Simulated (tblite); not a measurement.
Compound: C₆H₅S (doublet state).
SMILES: `C1[CH][C@@H](C#C)SC=1`

Calculated harmonic vibrations of the isolated species, GFN2-xTB (tblite), most abundant isotopes, no scaling. Errors from tens to a few hundred cm⁻¹ against measured bands are possible. Open shells enter through the occupations alone, without spin polarisation, and single modes of such species can be off by tens of per cent.

Harmonic wavenumbers (cm⁻¹): 84.9, 132.1, 233.6, 377.2, 395.8, 457.0, 533.8, 594.1, 612.4, 631.3, 665.7, 679.6, 755.2, 839.8, 861.0, 971.0, 1037.8, 1067.9, 1091.5, 1118.9, 1187.6, 1224.6, 1375.5, 1465.2, 2276.9, 2861.4, 3110.4, 3145.7, 3173.8, 3395.2.

A = 4189, B = 1947, C = 1492 MHz; mass 109.011 u (most abundant isotopes); point group C1, symmetry number 1; spin multiplicity 2.

Task: Zero-point energy?

Result: Half the sum of the wavenumbers: 18178 cm⁻¹ = 217.46 kJ/mol.

Task: Give the ideal-gas entropy at 400 K and 1 bar in the rigid-rotor, harmonic-oscillator model (classical rotation).

Result: Translation 173.47, rotation 119.44, vibration 91.46, spin (R ln 2) 5.76: S = 390.1 J/(mol K).

Task: And Cp and H(400 K) − H(0)?

Result: Cp = 145.73 J/(mol K), of which vibrations give 112.47 (their classical limit is 30 R = 249.4); H(400 K) − H(0) = 34.34 kJ/mol without the zero-point energy, 21.04 from vibrations.

Task: Which modes carry the vibrational entropy at 400 K?

Result: 84.9 cm⁻¹: 18.21; 132.1 cm⁻¹: 14.58; 233.6 cm⁻¹: 10.00; 377.2 cm⁻¹: 6.39; 395.8 cm⁻¹: 6.05; 457.0 cm⁻¹: 5.06 J/(mol K); the other 24 give 31.18 together.

Task: What must be added to the electronic energy to get the Gibbs energy at 400 K and 1 bar?

Result: ZPE + [H(400 K) − H(0)] − T·S = 217.46 + 34.34 − 156.06 = 95.74 kJ/mol.

Task: Blend soft modes into free rotors: weight 1/[1 + (100 cm⁻¹/ν̃)⁴] for the oscillator and the rest for a rotor with moment μB/(μ + B), μ = h/(8π²ν), B = 10⁻⁴⁴ kg m². What vibrational entropy results?

Result: 87.98 J/(mol K) in place of 91.46, which changes −T·S at 400 K by +1.40 kJ/mol.

Hindered rotation and anharmonicity are outside this model. The structure is chiral; the term R ln 2 for an equal mix with its mirror image is left out.

The run took 0.32 s on one thread of an Arm Neoverse V1, no GPU, on a shared host. This covers the Hessian and the dipole derivatives.
